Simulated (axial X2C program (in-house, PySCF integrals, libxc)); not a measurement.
Spin–orbit effects down a group: molecules with K, HF

All values come from calculations with an in-house relativistic program for diatomic molecules, spin-free (one-electron X2C) or two-component (2c: spin–orbit coupling with atomic mean-field Coulomb and Gaunt terms, which also bring small scalar terms), in Dyall basis sets with cores contracted in-house; open shells are unrestricted.

Basis sets: K dyall-cv3z, S dyall-av3z, Se dyall-cv3z, Te dyall-cv3z.

```csv
molecule,spin-free state,Re (Å),ωe (cm⁻¹),De (eV),2c state,Re 2c (Å),ωe 2c (cm⁻¹),De 2c (eV)
KS,"M_S = 1/2, Λ = 1",2.892,245.0,1.49,Ω = 3/2,2.893,244.9,1.51
KSe,"M_S = 1/2, Λ = 1",3.023,189.8,1.40,Ω = 3/2,3.024,189.4,n/a
KTe,"M_S = 1/2, Λ = 1",3.251,162.4,1.30,Ω = 3/2,3.254,161.6,n/a
```

Each entry is the lowest single determinant of a limited PBE0 search at one distance. De goes to single-determinant-based atoms at the same level (for ions the charge split of lowest energy) and is withheld (n/a) where an atom does not fit its ground term or J level. Main or longest-lived isotopes. One determinant is a doubtful description, or other states lie close, for KS, KSe, KTe; these need not be ground states, and all values refer to the states named. Some light 2c atoms are not at their ground J level, so De misses part of their lowering (0.04 eV or less).
